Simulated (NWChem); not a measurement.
System: NbSCl$_{3}$; SMILES [S]=[Nb]([Cl])([Cl])[Cl]

Input file for NWChem:

```
start job
memory heap 200 mb stack 900 mb global 1100 mb
geometry units angstroms noautoz
  Nb     0.000009     0.000202     0.022049
  S     -0.000184     0.011076     2.165949
  Cl    -1.121647     1.860807    -0.686106
  Cl     2.175340     0.036027    -0.676599
  Cl    -1.053480    -1.906838    -0.667018
end
basis spherical
  * library 3-21g
end
dft
  xc b3lyp
  iterations 150
  mulliken
end
task dft energy
```

Coordinates come from a PBE-D3(BJ)/def2-SVP (def2 core potentials past Kr) optimisation. B3LYP is NWChem's, with the RPA form of VWN correlation.

Task: Give the results of this calculation. (B3LYP/3-21G, non-relativistic.) Quantities: basis functions; energy (Ha); highest occupied level (eV); orbital gap (eV); dipole (D).

Result: 
```
Item                           Result
---------------------------  --------
number of basis functions          88
energy (Ha)                  -5508.35
highest occupied level (eV)     -8.71
orbital gap (eV)                 4.27
dipole (D)                       0.04
```
